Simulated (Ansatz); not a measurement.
Mulliken charges of `[F][Sn]([Cl])[Cl]` radical from r2SCAN/def2-TZVPP in Ansatz (PBE0-D4/def2-TZVP geometry).

```csv
atom,x (Å),y (Å),z (Å),charge (e)
F1,-1.342,-0.948,0.824,-0.438
Sn2,-0.021,0.389,0.457,1.060
Cl3,1.999,-0.757,0.327,-0.311
Cl4,-0.580,1.255,-1.628,-0.311
```

Problem. By hand: the dipole of these point charges (1 e Å = 4.8032 D).

Solution. Σ q r = (0.124, 0.673, 0.528) e Å, of length 0.864 e Å = 4.15 D.

Problem. How does the dipole of the full density compare? (An estimate is asked.)

Solution. The calculation gave: (0.115, 0.398, 0.258) e Å, 2.34 D; the point charges give 1.77 times that, at 7° from its direction.

Point charges leave out the atoms' own dipoles, such as those of lone pairs, and Mulliken's split depends on the basis, so the two needn't agree.
